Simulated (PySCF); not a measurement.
## Dipole response of Cr (chromium, neutral)

[Ar] 3d5 4s1, high-spin 7S determinant. All numbers are calculated (PySCF 2.14, no relativity, point nucleus, in aug-cc-pVTZ with one added diffuse shell each of s, p, d, f, g type (9s8p6d4f3g, 118 functions)). Coupled (time-dependent) response in atomic units; α is the mean over directions.

```csv
method,mean α (bohr³),C₆ (like pair),S(−4)
UHF,113.0,1042,11630
PBE,72.67,612.0,3916
```

S(−4) is the Cauchy moment in α(ω) = α(0) + S(−4) ω² + …

Reference α: 83 ± 12 bohr³ (recommended; Schwerdtfeger and Nagle, table of static dipole polarizabilities (2023 update)). Published C₆: 602.0 (Chu and Dalgarno (2004); Tang, Norbeck and Certain (1976)).

Hartree-Fock lies above the reference because it lacks correlation, which contracts the outer shell.

α(iu) at UHF:

```csv
u (hartree),α(iu) (bohr³)
0,113.0
0.0500,90.42
0.100,58.61
0.200,27.37
0.300,16.21
0.500,8.440
0.750,5.159
1.00,3.661
1.50,2.233
2.00,1.542
3.00,0.8744
5.00,0.3954
```
